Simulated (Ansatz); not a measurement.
Stepwise reaction of `[SiH3]S[SiH2]Cl` with water, as a gas-phase model of exchange steps in deposition or etching. ΔE in kJ/mol.

Gas-phase electronic energies from Ansatz, PBE0-D4/def2-TZVP geometries. CCSD(T)/CBS is the MP2 limit (def2-TZVPP, def2-QZVPP) plus CCSD(T) − MP2 in def2-TZVPP, frozen cores. This one scheme is used for every species. DFT in def2-TZVPP. B3LYP here is the variant with VWN-RPA as its local correlation; programs differ in this. One conformer a species, not always the lowest.

```json
{"step": "1", "reaction": "`[SiH3]S[SiH2]Cl` + H₂O → `O[SiH2]S[SiH2]Cl` + H₂", "PBE-D4": "-77.0", "B3LYP-D4": "-83.0", "ωB97M-V": "-82.8", "CCSD(T)/CBS": "-79.0"}
{"step": "2", "reaction": "`O[SiH2]S[SiH2]Cl` + H₂O → `O[SiH](O)S[SiH2]Cl` + H₂", "PBE-D4": "-85.5", "B3LYP-D4": "-90.6", "ωB97M-V": "-91.8", "CCSD(T)/CBS": "-89.1"}
{"step": "3", "reaction": "`O[SiH](O)S[SiH2]Cl` + H₂O → `O[SiH](O)S[SiH](O)Cl` + H₂", "PBE-D4": "-86.4", "B3LYP-D4": "-92.5", "ωB97M-V": "-91.9", "CCSD(T)/CBS": "-87.9"}
```

(1) By hand: ΔE of the 3 steps together at CCSD(T)/CBS.

Results:

(1) (-79.0) + (-89.1) + (-87.9) = -256.0 kJ/mol, or -85.3 kJ/mol a step.

In ΔE step 2 is the lowest and step 1 the highest. All are downhill at CCSD(T)/CBS. PBE-D4 differs from CCSD(T)/CBS by 1.5 to 3.6 kJ/mol a step. Isolated molecules leave out the surface, adducts and barriers. Largest T1 diagnostic: 0.012.
